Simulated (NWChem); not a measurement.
# Correlation energy of Zn

```
Zn
```
Charge 0, spin multiplicity 1.

Program: NWChem.

Basis set: def2-QZVP. Each correlation energy counts from its own Hartree-Fock reference.

The correlated methods keep 9 core orbitals frozen. Coupled-cluster values serve here as a point of comparison, not as the truth.

```tsv
method	correlation energy (mHa)
SCS-MP2	-454.5
CCSD(T)	-485.2
CCSD	?
CCSD+T(CCSD)	?
CR-CCSD[T]	-483.4
CR-CCSD(T)	-482.2
MP2	?
```

Problem. Some entries are withheld; supply them.

Solution. 
- CCSD, correlation energy (mHa): -469.0
- CCSD+T(CCSD), correlation energy (mHa): -486.7
- MP2, correlation energy (mHa): -510.5
